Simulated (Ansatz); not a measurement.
B(OH)(SiH3)2 (BH7OSi2), SMILES [SiH3]B(O)[SiH3].

Geometry: B3LYP-D3(BJ)/def2-SVP. This is a generated structure with no PubChem entry under its InChIKey; it may be hypothetical. The values are those of a single conformer.

Two levels are set side by side: PBE/def2-SVPD (Ansatz, a quantum-chemistry and plane-wave program) and PBE0/def2-SVPD (Ansatz). Energy differences of separate SCF runs at the same geometry; the states with an electron removed or added have multiplicity 2 and 2. Differences are taken from unrounded values.

```
quantity                            PBE
---------------------------------  ----
vertical ionisation energy (eV)    9.01
vertical singlet–triplet gap (eV)  3.25
```

Q: These are the PBE values. What does PBE0 give? (Estimate from the structure and the level; the computed values follow.)

A: 
```json
[
 {"quantity": "vertical ionisation energy (eV)", "PBE0": "9.23", "PBE minus PBE0": "-0.22"},
 {"quantity": "vertical singlet–triplet gap (eV)", "PBE0": "3.40", "PBE minus PBE0": "-0.14"}
]
```
